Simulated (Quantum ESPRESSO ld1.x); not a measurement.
The mean radii <r> (bohr) of the occupied orbitals of an atom or ion are listed with their occupations. All-electron calculation, scalar-relativistic Kohn-Sham, LDA (Slater exchange, Perdew-Wang correlation), spin-polarised, spherical densities, point nucleus. Program: ld1.x of Quantum ESPRESSO 7.5.

orbital  occ.      <r>
1s down     1  0.02113
1s up       1  0.02113
2s up       1  0.08983
2s down     1  0.08983
2p up       3  0.07948
2p down     3  0.07948
3s up       1   0.2349
3s down     1   0.2347
3p up       3   0.2337
3p down     3   0.2335
3d up       5   0.2124
3d down     5   0.2121
4s up       1   0.5289
4s down     1   0.5291
4p up       3   0.5598
4p down     3   0.5602
4d up       5   0.6046
4d down     5   0.6060
5s up       1    1.242
5s down     1    1.255
5p up       3    1.423
5p down     3    1.441
4f up       7   0.7558
4f down     1   0.7763
5f up       2    4.565

Name the element and its charge. Open shells, if any, are filled with parallel spins first.

Answer. Z = 66, dysprosium, charge +2: Dy2+ in [Xe] 4f8 5f2. The 1s radius gives Z: for a bare nucleus <r> = (2 gamma + 1)/(2Z) with gamma = sqrt(1 - (Z/c)^2), 0.02085 bohr for Z = 66, and screening makes it slightly larger (0.02113 here). The occupations add up to 64, and the charge is Z minus that.
